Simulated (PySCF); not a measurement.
**Two-component Hartree-Fock for Zr¹⁵⁺ (zirconium, charge +15)**

Start: [Ar] 3d7; 3d3/2 filled at m_j = -3/2, -1/2, +1/2, +3/2; 3d5/2 filled at m_j = +1/2, +3/2, +5/2. Calculated with PySCF 2.14 in an even-tempered Gaussian basis (17 s from 1.3 bohr⁻², ratio 2.8; 12 p from 1.7 bohr⁻², ratio 2.8; 8 d from 1.7 bohr⁻², ratio 2.8; 4 f from 7.9 bohr⁻², ratio 3): generalised Hartree-Fock with the X2C-1e Hamiltonian and a Gaussian nucleus; one run each with spin-orbit coupling (SO) switched off, then screened by Boettger's factors.

```json
{"spinor shell": "1s1/2", "electrons": "2", "ε, spin-free (eV)": "-18518.3", "ε, screened SO (eV)": "-18517.4", "weight of nominal j (screened SO)": "1.000", "rms radius, screened SO (bohr)": "0.0426"}
{"spinor shell": "2s1/2", "electrons": "2", "ε, spin-free (eV)": "-2992.9", "ε, screened SO (eV)": "-2992.5", "weight of nominal j (screened SO)": "1.000", "rms radius, screened SO (bohr)": "0.176"}
{"spinor shell": "2p1/2", "electrons": "2", "ε, spin-free (eV)": "-2708.9", "ε, screened SO (eV)": "-2770.0", "weight of nominal j (screened SO)": "0.999", "rms radius, screened SO (bohr)": "0.153"}
{"spinor shell": "2p3/2", "electrons": "4", "ε, spin-free (eV)": "-2708.9", "ε, screened SO (eV)": "-2679.6", "weight of nominal j (screened SO)": "0.999", "rms radius, screened SO (bohr)": "0.157"}
{"spinor shell": "3s1/2", "electrons": "2", "ε, spin-free (eV)": "-823.22", "ε, screened SO (eV)": "-823.10", "weight of nominal j (screened SO)": "1.000", "rms radius, screened SO (bohr)": "0.472"}
{"spinor shell": "3p1/2", "electrons": "2", "ε, spin-free (eV)": "-726.23", "ε, screened SO (eV)": "-742.47", "weight of nominal j (screened SO)": "0.902", "rms radius, screened SO (bohr)": "0.467"}
{"spinor shell": "3p3/2", "electrons": "4", "ε, spin-free (eV)": "-726.23", "ε, screened SO (eV)": "-718.34", "weight of nominal j (screened SO)": "0.951", "rms radius, screened SO (bohr)": "0.476"}
{"spinor shell": "3d3/2", "electrons": "4", "ε, spin-free (eV)": "-582.10", "ε, screened SO (eV)": "-583.34", "weight of nominal j (screened SO)": "0.711", "rms radius, screened SO (bohr)": "0.448"}
{"spinor shell": "3d5/2", "electrons": "3", "ε, spin-free (eV)": "-582.10", "ε, screened SO (eV)": "-580.81", "weight of nominal j (screened SO)": "0.721", "rms radius, screened SO (bohr)": "0.449"}
```

| quantity | spin-free | screened SO |
| --- | --- | --- |
| E (hartree) | -3497.17093 | -3497.59376 |
| M_J | 9/2 | 9/2 |
| ⟨J²⟩ | 24.751 | 24.752 |
| ⟨L²⟩ | 12.001 | 12.477 |
| ⟨S²⟩ | 3.750 | 3.582 |

Each row is a mean over spinors that exchange with the open shell spreads, by up to 23.390 eV (3p3/2).

Rows whose weight is well below 1 are mixtures of j = l ± 1/2: exchange outweighs spin-orbit coupling there, and the label is only the starting occupation.

Breit and QED terms are absent; they matter most for the inner s and p1/2 levels.

Densities and radii are taken from the X2C orbitals without a picture-change correction, which distorts them close to the nucleus.

Without spin-orbit coupling the j labels of p, d and f shells carry no meaning; the spin-free column gives the mean over the occupied spinors of each nl shell.
